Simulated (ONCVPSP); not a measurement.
## What the settings do to the ONCV potential of I (Z = 53)

Base potential:

- Element: iodine (I)
- Generator: ONCVPSP 4.0.1
- Type: optimised norm-conserving Vanderbilt (ONCV)
- Functional: PBEsol
- Relativity: scalar-relativistic
- Frozen core: [Kr] 4d10
- Valence charge: 7
- Reference configuration: 5s2 5p5
- Partial waves: 5s: rc 1.75 bohr, ncon 4, nbas 8, qcut 3.2 1/bohr, 2 projectors, debl 1.3 Ha; 5p: rc 2.20 bohr, ncon 5, nbas 8, qcut 3.3 1/bohr, 2 projectors, debl 0.5 Ha
- Local potential: polynomial inside 1.50 bohr (lpopt 5, dvloc0 0 Ha)
- Core correction: Teter function, fcfact 4.25, rcfact 1.1

All-electron outer shells of the reference configuration (PBEsol, scalar-relativistic, ld1.x):

```csv
shell,level (eV),outermost node (bohr),outermost maximum (bohr)
4p,-127.38,0.37,0.72
4d,-50.21,0.35,0.78
5s,-17.45,0.88,1.70
5p,-7.10,0.96,2.02
```

Cutoffs, loose and tight: the cutoffs (Ha) at which the residual kinetic energy of the hardest occupied pseudo-wave falls to 1 and 0.1 mHa per electron. They do not see the model core or the augmentation charge, which bear on the density cutoff. Test errors are all-electron minus pseudo excitation energies from the reference, over the configurations 5s2 5p4; 5s2 5p3; 5s2 5p2; 5s2 5p1. A dash means not determined; rows that change the core or the reference have their own tests.

A true bound ghost makes a file unfit for plane-wave use even where its test errors are small: the radial tests pick states by their node count and pass the ghost by.

```tsv
change	outcome	cutoff, loose	cutoff, tight	bound ghosts	GHOST(+) flags above zero	largest test error (meV)
base	generated	41 Ha	55 Ha	none	s	-130
s: rc 2.36	generated	17 Ha	35 Ha	none	s	-73
core correction Teter function, fcfact 4.25, rcfact 2.02	generated	41 Ha	55 Ha	none	s	-2142
local potential polynomial inside 1.30 bohr (lpopt 5, dvloc0 2 Ha)	generated	41 Ha	55 Ha	s	p	-130
local potential polynomial inside 1.50 bohr (lpopt 5, dvloc0 1 Ha)	generated	41 Ha	55 Ha	none	s, p	-130
functional PBE	generated	41 Ha	55 Ha	none	s	-106
p: debl 0.7	generated	41 Ha	55 Ha	none	s, p	-130
```

**Question.** What comes out with this change to the base: core correction Teter function, fcfact 4, rcfact 1.65?

**Answer.** outcome: generated; cutoff, loose: 41 Ha; cutoff, tight: 55 Ha; bound ghosts: none; GHOST(+) flags above zero: s; largest test error (meV): -928.

**Question.** What comes out with this change to the base: p: ncon 3, nbas 6?

**Answer.** outcome: generated; cutoff, loose: 41 Ha; cutoff, tight: 55 Ha; bound ghosts: none; GHOST(+) flags above zero: s, p; largest test error (meV): -227.
